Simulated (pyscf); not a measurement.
[HP=Ga]•, doublet

Gas-phase minimum from PySCF at ωB97X-D3(BJ)/def2-SVP, one conformer. 

```xyz
3

P      0.3866    -0.6676     0.2088
Ga    -0.9765     0.5306     1.7921
H     -0.8490    -1.2029    -0.2948
```
Charge 0, spin multiplicity 2.

Bonded distances (Å): P1–Ga2 2.408, P1–H3 1.438. Bond angles (°): Ga2–P1–H3 85.9.

Properties at ωB97X-D3(BJ)/def2-SVP:

- Harmonic wavenumbers, unscaled: 317, 440, 2371 cm⁻¹
- Zero-point energy: 4.5 kcal/mol
- Rotational symmetry number: 1
- Entropy of this conformer at 298 K and 1 atm, rigid rotor and harmonic oscillator, modes under 100 cm⁻¹ raised to 100: 272.9 J/(mol K)
- Dipole moment: 1.18 D
- Spin expectation value S2: 0.753

Single-point totals, which compare only within one level (frozen core for MP2 and CC):

| level | total energy (hartree) |
|---|---|
| ωB97X-D3(BJ)/def2-TZVP | -2266.74659 |
| PBE/def2-TZVP | -2266.32709 |
| r²SCAN/def2-TZVP | -2266.73409 |
| B3LYP-D3(BJ)/def2-TZVP | -2266.85445 |
| PBE0-D3(BJ)/def2-TZVP | -2266.39411 |
| M06-2X/def2-TZVP | -2266.74614 |
| ωB97M-D3(BJ)/def2-TZVP | -2266.84720 |
| UHF/def2-TZVPP | -2264.55740 |
| MP2/def2-TZVPP | -2264.88161 |
| CCSD/def2-TZVPP | -2264.90489 |
| CCSD(T)/def2-TZVPP | -2264.92102 |

The CCSD(T) − MP2 part came from Ansatz, without density fitting, on the same reference. The frozen core leaves the outer d or s,p core shells of the metals and heavy elements correlated in the MP2 and CC values, and def2-TZVPP describes them poorly, so these totals are far from the basis limit. Elements up to Kr have no core potential and no relativistic terms here.
